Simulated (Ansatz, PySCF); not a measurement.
Bond stretch in AlN, triplet.

Computed with: UCCSD = CCSD on UHF/def2-SVP, frozen core (Ansatz, a quantum-chemistry and plane-wave program); ROHF/def2-SVP (Ansatz); ROMP2 = Ansatz with MP2 on ROHF/def2-SVP, frozen core; UKS-B3LYP/6-31G* = unrestricted B3LYP/6-31G*, spherical d in PySCF.

Energies are in kcal/mol, each relative to the lowest point of its own curve near equilibrium.

| R / Å | UCCSD | ROHF | ROMP2 | UKS-B3LYP/6-31G* |
|---|---|---|---|---|
| 1.87 | 0.5 | 0.3 | 0.4 | 0.3 |
| 1.90 | 0.0 | 0.0 | 0.0 | 0.2 |
| 1.96 | 0.0 | 0.4 | 0.2 | 0.0 |
| 2.06 | 2.1 | 3.3 | 2.6 | 1.7 |
| 2.24 | 9.5 | 12.3 | 10.8 | 8.4 |
| 2.38 | 16.4 | 20.8 | 18.6 | 15.1 |
| 2.67 | 29.6 | 38.9 | 34.9 | 28.7 |
| 2.99 | 43.7 | 57.0 | 50.4 | 39.8 |
| 3.17 | 43.9 | 66.1 | 57.7 | 44.0 |
| 3.61 | 44.0 | — | — | 50.4 |
| 3.96 | 44.0 | — | — | 53.4 |
| 4.35 | 44.2 | — | — | 55.5 |
| 4.86 | 44.2 | — | — | 57.2 |
| 5.41 | 44.3 | — | — | 58.1 |
| 6.28 | 44.4 | — | — | 58.6 |
| 7.23 | 44.4 | — | — | 58.6 |

At the longest distance, 7.23 Å, UKS-B3LYP/6-31G* lies highest above its minimum (58.6 kcal/mol) and UCCSD lowest (44.4 kcal/mol).

Dashes: no converged value, or the column stops at the first point that the program doubted or that broke a chosen test of continuity, which isn't proof of a fault.

The scan ran from 1.44 to 7.23 Å; beyond the distances shown full CI changes its symmetry label. The unrestricted determinant behind UCCSD is spin-contaminated at 2.38 to 7.23 Å (<S²> up to 3.0, against 2.00 for a pure triplet). The T1 diagnostic of CCSD on the restricted reference of ROMP2 exceeds 0.045 at 2.67 to 3.96 Å. The unrestricted determinant behind UKS-B3LYP/6-31G* is spin-contaminated at 2.67 to 7.23 Å (<S²> up to 3.0, against 2.00 for a pure triplet).
